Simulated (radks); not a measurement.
Q: These are the eigenvalues of the occupied orbitals of an atom or ion with whole-number occupations (hartree). All-electron calculation, scalar-relativistic Kohn-Sham, PBE, spin-polarised, spherical densities, finite nucleus; Fermi nuclear charge, rms radius of each element as measured or else 0.836 A^(1/3) + 0.57 fm. Program: a radial shooting solver on a logarithmic mesh with Libxc functionals.

orbital  eigenvalue
1s down   -2836.135
1s up     -2836.134
2s up     -529.0114
2s down   -529.0098
2p up     -464.8743
2p down   -464.8732
3s up     -154.3192
3s down   -154.2712
3p up     -135.5340
3p down   -135.4856
3d up     -114.9288
3d down   -114.8921
4s up     -60.88547
4s down   -60.81530
4p up     -54.26827
4p down   -54.20173
4d up     -46.37043
4d down   -46.30414
4f up     -38.07295

Which element is it, and in what charge state? The configuration may be excited. Open shells, if any, are filled with parallel spins first.

A: Z = 77, iridium, charge +30: Ir30+ in [Kr] 4d10 4f1. The list shows which subshells hold electrons but not how many an open one holds; the 1s level, -2836.1 hartree, gives Z - s = 75.3 by -(Z - s)^2/2, which with screening and relativity narrows Z to a few neighbours, and the depths of the outer levels then fix element, charge and occupations together.
